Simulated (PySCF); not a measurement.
A species of formula C7H7BrO has this rotational fingerprint, computed with PBE0-D3(BJ)/def2-SVP geometry optimisation, gas phase in PySCF 2.14.0:

* Rotational constants: A = 4633, B = 449.1, C = 410.5 MHz
* Dipole components: |μa| = 3.23 D, |μb| = 1.24 D, |μc| = 0.02 D
* Inertial defect: -3.21 u·Å²
* κ: -0.98

Question: Which candidate fits, each taken in the one conformer that was computed?
A. `[OH:1][CH2:2][c:3]1[cH:4][cH:5][cH:6][cH:7][c:8]1[Br:9]` with H–O1–C2–C3 -68°, O1–C2–C3–C4 -110°
B. `[CH3:1][O:2][c:3]1[cH:4][cH:5][c:6]([Br:7])[cH:8][cH:9]1` with C1–O2–C3–C4 180°
C. `[CH3:1][O:2][c:3]1[cH:4][cH:5][cH:6][c:7]([Br:8])[cH:9]1` with C1–O2–C3–C4 180° (3-bromoanisole)
D. `[OH:1][CH2:2][c:3]1[cH:4][cH:5][c:6]([Br:7])[cH:8][cH:9]1` with H–O1–C2–C3 -178°, O1–C2–C3–C4 178° (4-bromobenzyl alcohol)

Answer: D. It is OCc1ccc(Br)cc1, a near-prolate asymmetric top. The candidates at the same level (rigid rotor, commonest isotopes):

```json
{"SMILES": "OCc1ccccc1Br", "A (MHz)": "1669", "B (MHz)": "953.0", "C (MHz)": "629.9", "μa (D)": "1.27", "μb (D)": "1.37", "μc (D)": "0.71", "Δ (u·Å²)": "-30.84", "point group": "C1", "rotor": "asymmetric top"}
{"SMILES": "COc1cccc(Br)c1", "A (MHz)": "2086", "B (MHz)": "638.9", "C (MHz)": "490.6", "μa (D)": "1.37", "μb (D)": "0.78", "μc (D)": "0.00", "Δ (u·Å²)": "-3.25", "point group": "Cs", "rotor": "asymmetric top"}
{"SMILES": "COc1ccc(Br)cc1", "A (MHz)": "4829", "B (MHz)": "458.4", "C (MHz)": "419.8", "μa (D)": "2.52", "μb (D)": "1.06", "μc (D)": "0.00", "Δ (u·Å²)": "-3.25", "point group": "Cs", "rotor": "near-prolate asymmetric top"}
{"SMILES": "OCc1ccc(Br)cc1", "A (MHz)": "4633", "B (MHz)": "449.1", "C (MHz)": "410.5", "μa (D)": "3.23", "μb (D)": "1.24", "μc (D)": "0.02", "Δ (u·Å²)": "-3.21", "point group": "near Cs", "rotor": "near-prolate asymmetric top"}
```

`OCc1ccccc1Br` has B 112 % too high; `COc1cccc(Br)c1` has A 55 % too low; `COc1ccc(Br)cc1` has A 4 % too high. No structure here is proved a minimum.
